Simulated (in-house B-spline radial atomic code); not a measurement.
RPA and G0W0 for Sn⁻, [Kr] 4d10 5s2 5p3, highest spin, as one setting changes: the share of exact exchange in the PBE hybrid start. A dash marks a level of low quasi-particle weight. Computed with an all-electron radial atomic-structure program (B-spline basis): all electrons, scalar-relativistic (spin-free one-electron X2C), finite nucleus, each spin shell either full or empty, empty states to l = 9 with an (l + 1/2)⁻⁴ tail; G0W0 by contour deformation at full frequency.

The anion's configuration is assumed.

Spin-orbit coupling, left out, splits p levels strongly here.

```tsv
share of exact exchange in the PBE hybrid start	mean-field level (eV)	G0W0 level (eV)	RPA correlation (Eh)
0.5	-0.472	-	-3.7354
0.6	?	?	?
0.7	?	?	?
0.8	-1.413	5p up -1.631	-3.6389
0.9	-1.740	5p up -1.654	-3.6087
1	-2.073	5p up -1.669	-3.5794
```

Q: What belongs in the row for 0.7?

A: mean-field level (eV): -1.093; G0W0 level (eV): 5p up -1.598; RPA correlation (Eh): -3.67.

Q: What belongs in the row for 0.6?

A: mean-field level (eV): -0.778; G0W0 level (eV): 5p up -1.549; RPA correlation (Eh): -3.7022.

Q: At what share of exact exchange does G0W0 leave the highest level unchanged?

A: Near 0.87, where the shift changes sign (-0.218 eV at 0.8, +0.086 eV at 0.9).
